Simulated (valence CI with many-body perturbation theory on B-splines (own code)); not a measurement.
Cd35+: electric-dipole lines

Method: configuration interaction combined with many-body perturbation theory (CI+MBPT): three valence electrons over a frozen Dirac-Fock core [Ne], radial functions for each j: 11 s, 11 p, 10 d, 8 f, 5 g, 2 h, with the one-electron correlation potential Σ1 (screened to all orders), the two-electron term Σ2, the three-electron term Σ3, Breit, model QED; selected single and double excitations, second order for the rest, scaled by the run's own slope (own B-spline code, finite nucleus).

No measured spectrum was set against this ion. As an estimate, large intervals hold to a few tenths of a per cent, small ones and those within an open d or f shell to about a per cent.

Lines 1 to 50 of 573 in falling wavelength, among levels below 81.725 Ry, chosen from the strongest by gf and those to the six lowest levels. Wavelengths and rates use the calculated energies. Electric multipoles are in the length gauge, E1 and E2 with the static RPA response of the core. Weak lines are less certain than strong ones. Lines between different terms over intervals too small for the method are left out, as are lines whose strength nearly cancels. Where a level lies close to another of its J and parity, the split of strength between their lines is uncertain. The highest levels of a list are the least certain.

Levels are named by their leading jj configuration (3d3/2^4 stands for four electrons in 3d with j = 3/2), which in mixed levels can hold well under half, so a name can repeat and another be missing. Letters in brackets count levels of one name in rising energy.

```tsv
λ vac (Å)	Upper	Lower	A (s⁻¹)	S (a.u.) with core polarisation	S without
342.1	(3s 3p1/2^2) J=1/2	(3s^2 3p3/2) J=3/2	2.88e+07	1.14e-03	1.16e-03
318.4	(3s^2 4p1/2) J=1/2	(3s^2 4s) J=1/2	5.68e+09	1.81e-01	1.81e-01
217.2	(3s^2 4p3/2) J=3/2	(3s^2 4s) J=1/2	1.62e+10	3.28e-01	3.28e-01
179.7	(3p1/2 3p3/2 3d5/2) J=7/2 [b]	(3s 3p3/2 3d5/2) J=5/2 [b]	2.88e+09	6.60e-02	6.75e-02
176.2	(3s 3p1/2 3p3/2) J=3/2 [a]	(3s^2 3p3/2) J=3/2	4.40e+08	4.75e-03	4.86e-03
174.7	(3p1/2 3p3/2 3d5/2) J=9/2	(3s 3p3/2 3d5/2) J=7/2 [b]	2.26e+09	5.94e-02	6.08e-02
160.3	(3p1/2 3d5/2^2) J=9/2	(3p3/2^2 3d3/2) J=7/2	4.36e+09	8.85e-02	9.05e-02
160.3	(3p1/2 3d5/2^2) J=9/2	(3s 3d3/2 3d5/2) J=9/2 [b]	2.78e+09	5.65e-02	5.78e-02
160.2	(3p1/2 3d3/2^2) J=5/2	(3s 3d3/2^2) J=3/2	6.80e+09	8.28e-02	8.47e-02
158.0	(3p1/2 3d3/2 3d5/2) J=9/2	(3s 3d3/2 3d5/2) J=7/2 [b]	2.91e+09	5.66e-02	5.79e-02
156.0	(3s 3p1/2 3p3/2) J=5/2	(3s^2 3p3/2) J=3/2	3.26e+09	3.67e-02	3.76e-02
155.1	(3p1/2 3d3/2 3d5/2) J=7/2 [a]	(3s 3d3/2 3d5/2) J=5/2 [a]	3.38e+09	4.98e-02	5.09e-02
154.3	(3p1/2 3d3/2 3d5/2) J=7/2 [b]	(3s 3d3/2 3d5/2) J=9/2 [b]	6.34e+09	9.19e-02	9.40e-02
153.2	(3p1/2 3p3/2 3d5/2) J=9/2	(3s 3p3/2 3d5/2) J=7/2 [a]	6.09e+09	1.08e-01	1.10e-01
152.6	(3s 3p1/2 4s) J=3/2	(3s^2 4s) J=1/2	9.66e+09	6.78e-02	6.89e-02
149.8	(3p1/2 3d3/2 3d5/2) J=7/2 [a]	(3s 3d3/2 3d5/2) J=7/2 [a]	4.90e+09	6.50e-02	6.65e-02
148.0	(3s 3p1/2^2) J=1/2	(3s^2 3p1/2) J=1/2	6.21e+09	1.99e-02	2.03e-02
146.0	(3p1/2 3d5/2^2) J=5/2	(3s 3d5/2^2) J=3/2	6.29e+09	5.80e-02	5.93e-02
142.5	(3p1/2^2 3d3/2) J=3/2	(3s 3p1/2 3d3/2) J=1/2	7.49e+09	4.28e-02	4.38e-02
141.5	(3p1/2^2 3p3/2) J=3/2	(3s 3p1/2 3p3/2) J=3/2 [b]	4.24e+09	2.37e-02	2.43e-02
140.5	(3p1/2 3d3/2 3d5/2) J=9/2	(3s 3d3/2 3d5/2) J=9/2 [a]	6.26e+09	8.57e-02	8.77e-02
140.5	(3p1/2 3d3/2 3d5/2) J=7/2 [a]	(3s 3d3/2^2) J=5/2	5.44e+09	5.95e-02	6.09e-02
139.7	(3p1/2 3p3/2 3d3/2) J=3/2 [a]	(3s 3p3/2 3d3/2) J=3/2 [a]	8.00e+09	4.31e-02	4.41e-02
139.2	(3p1/2 3d5/2^2) J=3/2	(3s 3d5/2^2) J=5/2	9.72e+09	5.18e-02	5.29e-02
139.0	(3p1/2 3p3/2 3d3/2) J=7/2	(3s 3p3/2 3d3/2) J=7/2	6.00e+09	6.36e-02	6.51e-02
138.7	(3p1/2 3d3/2 3d5/2) J=9/2	(3p3/2^2 3d5/2) J=7/2	9.02e+09	1.19e-01	1.21e-01
137.9	(3p1/2 3p3/2 3d5/2) J=5/2 [c]	(3s 3p3/2 3d5/2) J=7/2 [b]	6.77e+09	5.26e-02	5.38e-02
137.2	(3p1/2 3p3/2 3d5/2) J=3/2 [a]	(3s 3p3/2 3d5/2) J=5/2 [a]	9.92e+09	5.06e-02	5.17e-02
134.1	(3p1/2 3d5/2^2) J=9/2	(3s 3d3/2 3d5/2) J=7/2 [b]	1.04e+10	1.23e-01	1.26e-01
133.5	(3s 3p1/2 3p3/2) J=3/2 [b]	(3s^2 3p3/2) J=3/2	3.79e+09	1.78e-02	1.82e-02
132.7	(3p1/2 3d5/2^2) J=7/2	(3s 3d5/2^2) J=9/2	9.98e+09	9.20e-02	9.41e-02
131.1	(3p1/2 3p3/2^2) J=3/2 [a]	(3s 3p3/2^2) J=5/2	1.04e+10	4.65e-02	4.75e-02
129.9	(3p1/2 3p3/2 3d5/2) J=5/2 [b]	(3s 3p3/2 3d5/2) J=5/2 [a]	8.48e+09	5.50e-02	5.62e-02
127.9	(3p1/2^2 3d5/2) J=5/2	(3s 3p1/2 3d5/2) J=5/2 [b]	1.39e+10	8.64e-02	8.84e-02
127.4	(3p1/2 3d5/2^2) J=9/2	(3s 3d5/2^2) J=9/2	6.56e+09	6.68e-02	6.83e-02
126.1	(3p1/2 3d5/2^2) J=7/2	(3s 3d3/2 3d5/2) J=9/2 [a]	1.10e+10	8.69e-02	8.88e-02
125.9	(3p1/2 3p3/2 3d5/2) J=5/2 [b]	(3s 3p3/2 3d5/2) J=3/2 [a]	7.13e+09	4.22e-02	4.31e-02
125.6	(3s 3p1/2 3d5/2) J=5/2 [b]	(3s 3p3/2^2) J=5/2	8.25e+09	4.84e-02	4.95e-02
124.3	(3p1/2 3p3/2 3d5/2) J=7/2 [a]	(3s 3p3/2 3d5/2) J=9/2	2.15e+10	1.63e-01	1.66e-01
124.2	(3p1/2 3p3/2 3d5/2) J=5/2 [c]	(3s 3p3/2 3d5/2) J=7/2 [a]	8.45e+09	4.79e-02	4.90e-02
123.0	(3p1/2^2 3d5/2) J=5/2	(3s 3p1/2 3d5/2) J=7/2	2.78e+10	1.53e-01	1.57e-01
122.8	(3s 3p1/2 3d3/2) J=3/2 [a]	(3s 3p1/2 3p3/2) J=3/2 [b]	3.79e+09	1.39e-02	1.42e-02
122.7	(3p1/2^2 3p3/2) J=3/2	(3s 3p1/2 3p3/2) J=5/2	2.56e+10	9.34e-02	9.55e-02
122.6	(3p1/2^2 3d5/2) J=5/2	(3p1/2 3p3/2^2) J=3/2 [a]	8.05e+09	4.40e-02	4.49e-02
122.2	(3s 3p1/2 3p3/2) J=1/2	(3s^2 3p3/2) J=3/2	8.25e+09	1.49e-02	1.52e-02
121.5	(3p1/2^2 3d5/2) J=5/2	(3s 3p1/2 3d3/2) J=3/2 [b]	7.60e+09	4.04e-02	4.13e-02
121.2	(3p1/2 3p3/2 3d5/2) J=5/2 [a]	(3s 3p3/2 3d3/2) J=7/2	1.64e+10	8.66e-02	8.85e-02
121.2	(3p1/2^2 3d3/2) J=3/2	(3s 3p1/2 3d3/2) J=5/2	2.96e+10	1.04e-01	1.06e-01
120.1	(3p1/2 3d3/2 3d5/2) J=5/2 [b]	(3s 3d3/2 3d5/2) J=7/2 [a]	1.29e+10	6.59e-02	6.74e-02
119.4	(3d3/2 3d5/2^2) J=9/2	(3p3/2 3d5/2^2) J=7/2	5.33e+09	4.48e-02	4.57e-02
```
